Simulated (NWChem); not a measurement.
Program: NWChem. System: FGa, charge 0, spin multiplicity 1, at a geometry optimised with PBE/def2-SVP. The structure started from a generated list of species. Level: PBE0/def2-SVP.

The NWChem input:

```
start mol
memory heap 200 mb stack 900 mb global 1100 mb
geometry units angstroms nocenter noautoz noautosym
  Ga     0.000000     0.000000    -0.404600
  F      0.000000     0.000000     1.393624
end
basis spherical
  * library def2-svp
end
dft
  xc pbe0
  semidirect memsize 60000000 filesize 0
  iterations 100
end
task dft energy
```

NWChem printed:

```
             Northwest Computational Chemistry Package (NWChem) 7.3.0
             --------------------------------------------------------

                                NWChem Input Module
                                -------------------

 Scaling coordinates for geometry "geometry" by  1.889725989
 (inverse scale =  0.529177249)

                             Geometry "geometry" -> ""
                             -------------------------

 Output coordinates in angstroms (scale by  1.889725989 to convert to a.u.)

  No.       Tag          Charge          X              Y              Z
 ---- ---------------- ---------- -------------- -------------- --------------
    1 Ga                  31.0000     0.00000000     0.00000000    -0.40460000
    2 F                    9.0000     0.00000000     0.00000000     1.39362400

 Effective nuclear repulsion energy (a.u.)      82.1034823642

            Nuclear Dipole moment (a.u.)
            ----------------------------
        X                 Y               Z
 ---------------- ---------------- ----------------
     0.0000000000     0.0000000000     0.0000302356


 Summary of "ao basis" -> "" (spherical)
 ------------------------------------------------------------------------------
       Tag                 Description            Shells   Functions and Types
 ---------------- ------------------------------  ------  ---------------------
 *                          def2-svp                  on all atoms

                                 NWChem DFT Module
                                 -----------------

 Summary of "ao basis" -> "ao basis" (spherical)
 ------------------------------------------------------------------------------
       Tag                 Description            Shells   Functions and Types
 ---------------- ------------------------------  ------  ---------------------
 Ga                         def2-svp                12       32   5s4p3d
 F                          def2-svp                 6       14   3s2p1d

 Summary of "ao basis" -> "ao basis" (spherical)
 ------------------------------------------------------------------------------
[...]
 Vector   20  Occ=2.000000D+00  E=-2.841626D-01
              MO Center=  1.3D-08,  1.4D-08, -4.5D-01, r^2= 2.5D+00
   Bfn.  Coefficient  Atom+Function         Bfn.  Coefficient  Atom+Function
  ----- ------------  ---------------      ----- ------------  ---------------
     4      0.651339  1 Ga s                  3     -0.366487  1 Ga s
    38     -0.330347  2 F  pz                 5      0.327515  1 Ga s
    41      0.245697  2 F  pz                14     -0.221214  1 Ga pz
    11      0.119962  1 Ga pz                17     -0.112264  1 Ga pz
    20      0.080160  1 Ga d  0               2      0.076601  1 Ga s

 Vector   21  Occ=0.000000D+00  E=-4.823675D-02
              MO Center= -2.0D-08, -2.0D-08, -4.3D-01, r^2= 3.7D+00
   Bfn.  Coefficient  Atom+Function         Bfn.  Coefficient  Atom+Function
  ----- ------------  ---------------      ----- ------------  ---------------
    15      0.500796  1 Ga px                16      0.501064  1 Ga py
    12      0.296130  1 Ga px                13      0.296289  1 Ga py
     9     -0.151689  1 Ga px                10     -0.151770  1 Ga py
    36      0.125354  2 F  px                37      0.125421  2 F  py
    39     -0.114248  2 F  px                40     -0.114309  2 F  py

 Vector   22  Occ=0.000000D+00  E=-4.823674D-02
              MO Center= -1.4D-09, -2.0D-09, -4.3D-01, r^2= 3.7D+00
   Bfn.  Coefficient  Atom+Function         Bfn.  Coefficient  Atom+Function
  ----- ------------  ---------------      ----- ------------  ---------------
    15      0.501064  1 Ga px                16     -0.500796  1 Ga py
    12      0.296289  1 Ga px                13     -0.296130  1 Ga py
     9     -0.151770  1 Ga px                10      0.151689  1 Ga py
    36      0.125421  2 F  px                37     -0.125354  2 F  py
    39     -0.114309  2 F  px                40      0.114248  2 F  py

 Vector   23  Occ=0.000000D+00  E= 4.013477D-02
              MO Center= -1.5D-09, -1.6D-09, -3.4D-01, r^2= 4.7D+00
   Bfn.  Coefficient  Atom+Function         Bfn.  Coefficient  Atom+Function
  ----- ------------  ---------------      ----- ------------  ---------------
    17      0.954075  1 Ga pz                35     -0.404941  2 F  s
    14      0.208797  1 Ga pz                 4      0.195951  1 Ga s
     5      0.185331  1 Ga s                 38     -0.168265  2 F  pz
    41      0.136821  2 F  pz                11     -0.132954  1 Ga pz
    34     -0.126111  2 F  s                 30     -0.124102  1 Ga d  0

 center of mass
 --------------
 x =   0.00000000 y =   0.00000000 z =  -0.03032001

 moments of inertia (a.u.)
 ------------------
         171.979044635123           0.000000000000           0.000000000000
           0.000000000000         171.979044635123           0.000000000000
           0.000000000000           0.000000000000           0.000000000000

     Multipole analysis of the density
     ---------------------------------

     L   x y z        total         alpha         beta         nuclear
     -   - - -        -----         -----         ----         -------
     0   0 0 0     -0.000000    -20.000000    -20.000000     40.000000

     1   1 0 0     -0.000000     -0.000000     -0.000000      0.000000
     1   0 1 0     -0.000000     -0.000000     -0.000000      0.000000
     1   0 0 1     -0.783509     -0.391770     -0.391770      0.000030

     2   2 0 0    -14.054739     -7.027369     -7.027369      0.000000
     2   1 1 0     -0.000000     -0.000000     -0.000000      0.000000
     2   1 0 1      0.000000      0.000000      0.000000      0.000000
     2   0 2 0    -14.054739     -7.027369     -7.027369      0.000000
     2   0 1 1      0.000000      0.000000      0.000000      0.000000
     2   0 0 2    -18.834796    -49.689052    -49.689052     80.543308

 Task  times  cpu:        0.5s     wall:        0.5s

 Total times  cpu:        0.5s     wall:        0.5s
```
